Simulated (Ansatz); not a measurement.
```xyz
9

C     0.8794   -0.9219   -0.7804
C     0.8364    0.3444   -0.4095
O     0.0748    0.8565    0.6094
B    -1.2002    0.5339    0.8935
F    -1.9080   -0.3024    0.1571
Cl   -1.9562    1.2740    2.2870
H     1.5480   -1.2094   -1.5802
H     0.2726   -1.6891   -0.3180
H     1.4531    1.1139   -0.8589
```

The species carries charge 0 and has multiplicity 1.

Q: List the B3LYP/def2-TZVPP orbital energies in eV (Ansatz 0.2.0). (Estimate.)

A: Computed: Occupied: -2762.72, -672.34, -522.08, -278.99, -277.09, -257.49, -196.51, -196.39, -196.35, -187.12, -33.75, -29.69, -23.15, -21.30, -17.88, -15.58, -14.76, -13.98, -13.58, -13.05, -11.86, -11.61, -10.92, -10.27, -9.40, -9.11, -7.57. Lowest empty: -0.60, 0.48, 0.72, 1.64, 1.98, 2.48, 2.96, 3.25.

B3LYP here is the variant with VWN-RPA as its local correlation; programs differ in this.
